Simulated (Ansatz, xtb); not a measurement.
**Isomers of C2HBeO in order of energy**

3 gas-phase structures of C2HBeO, found in a search over its isomers (lower ones may exist). Each was relaxed with GFN2-xTB; where two conformers were screened, the lower at r2SCAN-D4/def2-SVP is listed:

A. `[Be][O]C#C`, a doublet
B. `[Be][CH]=C=O`, a doublet
C. `[BeH][C]=C=O`, a doublet

**Question.** Make a reasoned guess at their ranking by r2SCAN-D4/def2-SVP single-point energy.

**Answer.** Calculated order at r2SCAN-D4/def2-SVP: B (0.000), C (0.255), A (0.475) eV.

Energies above the lowest of each column, in eV; the last columns are at BLYP-D3(BJ)/def2-SVP geometries:

```tsv
structure	GFN2-xTB	HF/STO-3G	r2SCAN-D4/def2-SVP	BLYP-D3(BJ)/def2-SVP	CCSD(T)/def2-TZVP
B	0.898	1.124	0.000	0.000	0.000
C	0.000	0.577	0.255	0.139	0.359
A	0.067	0.000	0.475	0.455	0.282
```

CCSD(T)/def2-TZVP puts B lowest; GFN2-xTB picks C, HF/STO-3G picks A. CCSD(T)/def2-TZVP orders those it was run on as B (0.000), A (0.282), C (0.359) eV. Open shells are spin-unrestricted, some with notable spin contamination.

Programs: Ansatz 0.2.0, xtb 6.7.1.
